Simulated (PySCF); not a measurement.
Bond stretch in SMILES B (H3B). The B1–H4 bond (B1 also carries H, H; H4 carries nothing else) is varied alone, starting from the PBE0/def2-TZVP optimised geometry.

Calculation: CCSD(T) on UHF/cc-pVDZ, 1 core orbital frozen (PySCF).

Relative to R = 1.19 Å, what are the energies at R = 0.97, 1.40, 1.48, 2.60 Å?

100.2 kJ/mol at 0.97 Å, 31.0 kJ/mol at 1.40 Å, 55.9 kJ/mol at 1.48 Å, 388.0 kJ/mol at 2.60 Å.

The unrestricted determinant behind UCCSD(T) is spin-contaminated at 1.95 to 4.16 Å (<S²> up to 1.0, against 0.00 for a pure singlet).
